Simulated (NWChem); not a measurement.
Molecule: CaBr$_{2}$; SMILES [Br][Ca][Br]

This build's default masses of Se (78.918 u) and Br (79.917 u) are each other's, which moves their modes by up to 0.6 %.

Question: Give the equilibrium geometry at PBE0/def2-SVP (NWChem) as an XYZ file, with the point group.

Answer: point group D*h; any orientation.
```
3

Ca     0.0000     0.0000     0.1454
Br     2.6053     0.0000     0.1475
Br    -2.6053     0.0000     0.1475
```
